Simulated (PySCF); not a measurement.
# SbF and its ions

r²SCAN; basis Sb def2-SVPD with ECP28, F def2-SVPD; scalar-relativistic core potentials; PySCF 2.14. Neutral (UKS): triplet (π ↑↑), Re = 1.968 Å, ωe = 590 cm⁻¹, De = 4.11 eV, HOMO -5.75 eV, LUMO -3.34 eV.

SbF⁻ (UKS): doublet (π ↑), Re = 2.072 Å, ωe = 463 cm⁻¹, De = 1.51 eV to Sb + F⁻. The energies at the minima are -340.06538 hartree for SbF and -340.09557 for SbF⁻.

(1) Work out the adiabatic electron affinity, without and with harmonic zero-point energies (1 hartree = 27.2114 eV, 1 eV = 8065.5 cm⁻¹), and the change of the bond length.

Spin–orbit coupling is left out, which matters for elements this heavy, above all for dissociation energies. For an ion De counts to the pair picked by the measured ionisation energies or electron affinities, which need not be the lowest pair at this level. The highest Kohn–Sham level is positive in this anion. Much of that is self-interaction error, but it also means that the finite basis helps to hold the extra electron. States were picked by a PBE0 search and need not be the measured ground states.

Results:

(1) At r²SCAN: 0.03019 hartree = 0.822 eV between the minima; the zero-point term (590.0 − 463.0)/2 cm⁻¹ = +0.008 eV makes it 0.829 eV. Re changes by +10.4 pm against the neutral. The electron enters a π orbital, and the longer bond of the ion fits an antibonding orbital, or a change in how ionic the bond is.
